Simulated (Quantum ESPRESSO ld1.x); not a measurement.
The numbers below are computed, except where a source is named.
In, configuration [Kr] 4d10 5s2 5p1.

Code: ld1.x of Quantum ESPRESSO 7.5. Model: scalar-relativistic Kohn-Sham, LDA (Slater exchange, Perdew-Zunger correlation), spin-polarised, spherical densities, point nucleus; open shells are filled with parallel spins first.

Energy parts (eV):
| part | energy |
|---|---|
| total | -159906.36 |
| kinetic | 166629.53 |
| electron-nucleus | -386787.27 |
| Hartree | 64449.07 |
| exchange-correlation | -4197.69 |

Orbitals (lengths in bohr, moments of r in powers of bohr; r(max) is where P^2 peaks):
orbital	occ.	eigenvalue (eV)	r(max)	<r>
1s up	1	-27721.125	0.019	0.02974
1s down	1	-27721.113	0.019	0.02974
2s up	1	-4151.534	0.109	0.1286
2s down	1	-4151.530	0.109	0.1286
2p up	3	-3728.554	0.087	0.1122
2p down	3	-3728.547	0.087	0.1122
3s up	1	-787.224	0.315	0.3492
3s down	1	-787.215	0.315	0.3492
3p up	3	-648.700	0.310	0.3476
3p down	3	-648.689	0.310	0.3476
3d up	5	-432.972	0.258	0.3246
3d down	5	-432.963	0.258	0.3246
4s up	1	-119.426	0.771	0.8476
4s down	1	-119.408	0.771	0.8475
4p up	3	-78.013	0.816	0.9217
4p down	3	-77.990	0.816	0.9215
4d up	5	-18.703	0.934	1.187
4d down	5	-18.632	0.934	1.183
5s up	1	-8.658	2.15	2.599
5s down	1	-8.221	2.13	2.587
5p up	1	-2.891	2.84	3.644
5p down	0	-2.415	2.82	3.709

The highest occupied level is 5p up at -2.891 eV. Spin moment in Bohr magnetons: 1. The density falls to 0.001 e/bohr^3 at r = 4.62 bohr. Summed over all electrons, <r^2> = 57.99 bohr^2, which gives a Langevin (diamagnetic) susceptibility term of -45.9 x 10^-6 cm^3/mol. For comparison, the ionisation energy in NIST's Atomic Spectra Database is 5.786 eV (measured). In exact Kohn-Sham theory the highest level is minus the ionisation energy, but local and semilocal functionals leave it too shallow, through self-interaction and a potential that decays too fast; potentials with the right tail come closer.
